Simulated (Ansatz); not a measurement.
Frontier orbitals of `[OH][GeH2][S][GaH2]`.

| atom | x (Å) | y (Å) | z (Å) |
| --- | --- | --- | --- |
| O1 | 0.0833 | 1.0365 | -0.0390 |
| Ge2 | -1.4165 | -0.0670 | 0.0804 |
| S3 | -0.3405 | -1.8135 | 0.7384 |
| Ga4 | 1.5046 | -0.4951 | 0.1857 |
| H5 | 0.1466 | 1.5784 | -0.8308 |
| H6 | -2.0090 | -0.0650 | -1.3417 |
| H7 | -2.3653 | 0.5988 | 1.0876 |
| H8 | 2.3927 | -0.1146 | 1.4129 |
| H9 | 2.0041 | -0.6586 | -1.2935 |

Charge 0, multiplicity 1. Correlated methods include outer-core shells of Ga, Ge, which these sets cover unevenly. Scalar relativity is left out up to krypton. The structure was optimised at the PBE0-D4/def2-TZVP level. It is one conformer, not always the lowest. Basis def2-TZVPP, Ansatz 0.2.0.

Orbital energies of one run (eV). Highest occupied ones, from the top: -8.18, -9.38, -9.96, -10.41, -11.51, -12.26, -13.10, -14.05, -16.32, -17.67, -21.35, -24.43, -24.47, -24.48. Empty: -0.24, 1.09, 1.62, 1.81, 1.99, 2.37.

Task: Which functional gave them?
A. B3LYP
B. ωB97X-V
C. CAM-B3LYP
D. PBE0

Result: C. HOMO energies: CAM-B3LYP -8.18, PBE0 -6.91, ωB97X-V -9.21, B3LYP -6.67 eV.

B3LYP here is the variant with VWN-RPA as its local correlation; programs differ in this.
